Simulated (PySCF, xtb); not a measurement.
Mg(I)(OMe) (CH₃IMgO), SMILES [Mg]([O]C)[I]. Other conformers were not sampled.

Harmonic wavenumbers (cm⁻¹) from xtb with GFN2-xTB at its own minimum, in rising order: 26, 27, 116, 116, 253, 662, 1128, 1129, 1207, 1423, 1483, 1484, 2876, 2876, 2898.

### Question
What does B3LYP-D3(BJ)/def2-SVP (PySCF) give at its own minimum? (An estimate is asked for; the answer gives what the named calculation found.)

### Answer
68, 68, 135, 135, 230, 669, 1185, 1185, 1274, 1474, 1474, 1483, 2951, 3012, 3012. Paired by order, the mean absolute difference is 48 cm⁻¹ and the zero-point energies are 25.3 and 26.2 kcal/mol.
